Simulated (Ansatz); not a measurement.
Basis-set extrapolation for CH$_{2}$BClO (`O=CBCl`) (PBE0-D4/def2-TZVP geometry, frozen core, Ansatz). Multiplicity 1, RHF reference.

```csv
,def2-TZVPP,def2-QZVPP
HF,-598.155225,-598.174031
MP2 correlation,-0.665334,-0.719451
CCSD(T) correlation,-0.726335,not run
```

Energies in hartree. Use E(X) = E(∞) + A·exp(−7.88·√X) for Hartree–Fock and E(X) = E(∞) + B·X^(−2.97) for correlation, with X = 3 and 4, and add CCSD(T) minus MP2 of the smaller set to the MP2 limit.

Q: What is the CCSD(T) energy at the basis-set limit?

A: HF limit: -598.174031 + (-0.018806) × 0.13774 = -598.17662. MP2 limit: -0.719451 + (-0.054117) × 0.74074 = -0.75954. Higher-order term: -0.726335 − (-0.665334) = -0.06100. Total: -598.99716 hartree, 303.5 kJ/mol below CCSD(T)/def2-TZVPP.
